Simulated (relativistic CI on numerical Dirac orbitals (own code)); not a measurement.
Hyperfine structure of Pm³⁶⁺, mass number 147

Method of calculation: Dirac-Coulomb-Breit CI, separate exchange-only KLI orbitals for each configuration, model QED, unscaled Slater integrals (own radial code, finite nucleus).

CI space (outside the closed core [Ne]): 3s2 3p6 3d7, 3s2 3p5 3d8, 3s2 3p4 3d9, 3s 3p6 3d8, 3p6 3d9, 3s 3p5 3d9, 3s2 3p6 3d6 4s, 3s2 3p6 3d6 4p, 3s2 3p6 3d6 4d, 3s2 3p4 3d8 4s, 3s2 3p4 3d8 4p, 3s2 3p5 3d7 4s, 3s2 3p6 3d6 4f, 3s2 3p5 3d7 4p, 3s2 3p6 3d5 4s2, 3s 3p6 3d7 4s. Levels of other configurations are missing.

Nuclear spin I = 7/2, μ = 2.58 μN, Q = 0.74 b (tables of Stone and Pyykkö). The electronic factors are computed for point nuclear moments, without core polarisation or the Bohr-Weisskopf and QED corrections.

```csv
Level,E (eV),A (MHz),B (MHz)
3s2 3p6 3d7 4F_9/2,0.0000,14230,6100
3s2 3p6 3d7 4F_7/2,23.9075,15810,8290
3s2 3p6 3d7 4P_5/2,32.6422,6784,-20900
3s2 3p6 3d7 4P_1/2,34.4210,-6615,
3s2 3p6 3d7 2H_11/2,36.9446,20070,-45600
3s2 3p6 3d7 2G_7/2,40.5272,22410,-5810
3s2 3p6 3d7 2F_5/2,46.0841,22130,3060
3s2 3p6 3d7 4F_5/2,54.5827,19540,12500
```

Levels with J = 0, under 50 % of one LS term, or S terms without an open s electron are left out. Small factors come from cancelling terms and can be off by tens of per cent or more.

At this charge energies of transitions that change n are usually good to better than 1 %, and those within a shell (Δn = 0) to a few per cent. Terms inside the open d or f shell come out 10 to 20 % too wide with unscaled integrals.

(1) Give the hyperfine levels of 3s2 3p6 3d7 4F_9/2 relative to its centre of gravity.

Results:

(1) With K = F(F + 1) − I(I + 1) − J(J + 1), E = AK/2 + B[¾K(K + 1) − I(I + 1)J(J + 1)]/[2I(2I − 1)J(2J − 1)]: F = 1: -271200, F = 2: -243600, F = 3: -202000, F = 4: -146200, F = 5: -75990, F = 6: 9113, F = 7: 109500, F = 8: 225700 MHz.

LS names give the leading component of a level, which can be under half, so a name can repeat, a term be missing and a line seem to break the LS rules.
